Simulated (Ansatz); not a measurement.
F2Zn, charge +1, doublet, geometry from GFN2-xTB (such geometries of metal compounds can be far from the true shape) (a state made from the parent by changing its charge; the spin is typed, not shown lowest). Base run: Ansatz (a first-principles code) with B3LYP/def2-TZVP.

Geometry (Å):
```xyz
3

Zn     0.1235     0.2444     0.2493
F     -0.4237     0.6963    -1.3896
F      0.0119    -1.5110     0.5587
```
Charge +1, spin multiplicity 2.
Orbitals are unrestricted.
All else is at Ansatz's defaults.

Each row names what was changed in the base input (with any setting that the change needs).

```tsv
change	basis functions	E (Eh)
base	110	-1978.78093
basis = ANO-RCC-VDZP; relativity = spin-free X2C	62	-1995.47252
basis = x2c-SVPall; relativity = spin-free X2C; nucleus = Gaussian	64	-1994.88755
basis = jorge-DZP-DKH; relativity = spin-free X2C; nucleus = Gaussian	73	-1995.24435
basis = ANO-RCC-VDZP; relativity = spin-free X2C; nucleus = Gaussian	62	-1995.46360
basis = x2c-SVPall; relativity = none	64	-1972.46432
basis = ANO-RCC-VDZP; relativity = none	62	-1969.65355
basis = jorge-DZP-DKH; relativity = spin-free X2C	73	-1995.25225
basis = jorge-DZP-DKH; relativity = none	73	-1973.71390
basis = x2c-SVPall; relativity = spin-free X2C	64	-1994.89472
```

Totals shift with the method and basis; they matter in differences.

Ansatz warned in this series: the basis is contracted for relativity, which the run leaves out.

Basis sets contracted for a relativistic Hamiltonian are a mismatch without it, so the rows without relativity aren't non-relativistic limits. No row has spin-orbit coupling; sets with core potentials leave out the core electrons.
